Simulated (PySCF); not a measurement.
HZn, charge +1, singlet, at a GFN2-xTB geometry (such geometries of metal compounds can be far from the true shape). Base run: HF/6-31G in PySCF.

PySCF was given this input:
```python
from pyscf import gto, scf

mol = gto.Mole()
mol.atom = '''
    Zn   -0.00000000   -0.00000000   -0.04856787
    H     0.00000000    0.00000000    1.45703598
'''
mol.basis = '6-31g'
mol.charge = 1
mol.verbose = 4
mol.symmetry = True
mol.build()

mf = scf.RHF(mol)
mf.kernel()
mf.analyze()
```

Each row names what was changed in the base input (with any setting that the change needs).

```
change                   ΔE vs base (eV)  point group used  SCF cycles
-----------------------  ---------------  ----------------  ----------
base                                0.00              Coov           9
symmetry_subgroup = C2v             0.00               C2v           9
symmetry = off                      0.00                C1           9
```
